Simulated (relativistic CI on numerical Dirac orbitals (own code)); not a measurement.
## Judd-Ofelt analysis for Tm⁴⁺

Computed by Dirac-Coulomb-Breit CI, orbitals from a KLI potential per configuration, QED by a radiative potential, valence Slater integrals scaled by 0.7 (own radial code, finite nucleus).

Configuration 4f11 alone, in intermediate coupling. Take Ω₂ = 6.08, Ω₄ = 1.63, Ω₆ = 1.28 (10⁻²⁰ cm²) and refractive index n = 2.06 as given. A_ED = 64π⁴e²ν³ n(n² + 2)²/[27h(2J + 1)] Σ Ω_λ |U^λ|², in Gaussian units with ν in cm⁻¹, and A_MD is n³ times the free-ion magnetic-dipole rate; a dash marks a rate that is forbidden or under 2 % of the level's free-ion decay.

Emitting level 4I°_11/2 at 10824 cm⁻¹ (radiative decay alone: multiphonon quenching in a host is left out, and the level can lie too high or too low):

| To | ν (cm⁻¹) | U² squared | U⁴ squared | U⁶ squared | Free-ion A(M1) (s⁻¹) |
| --- | --- | --- | --- | --- | --- |
| 4I°_15/2 | 10824 | 0.0748 | 0.0084 | 0.3712 | - |
| 4I°_13/2 | 3181 | 0.0348 | 0.1799 | 0.8999 | 1.2 |

(1) Give the rates, branching ratios and the radiative lifetime.

Answers

(1) The rates are:

| To | λ (nm) | A_ED (s⁻¹) | A_MD (s⁻¹) | β (%) |
| --- | --- | --- | --- | --- |
| 4I°_15/2 | 924 | 644 | 0 | 94.3 |
| 4I°_13/2 | 3144 | 28.7 | 10.5 | 5.7 |

τ_rad = 1.46e-03 s. Computed level positions enter as ν³, so measured ones would change the rates. For the strongest line (924 nm) and an assumed effective width Δλ = 26 nm (300 cm⁻¹), the Füchtbauer-Ladenburg formula σ = λ⁴A/(8πcn²Δλ) gives a peak emission cross-section of 0.57 × 10⁻²⁰ cm².
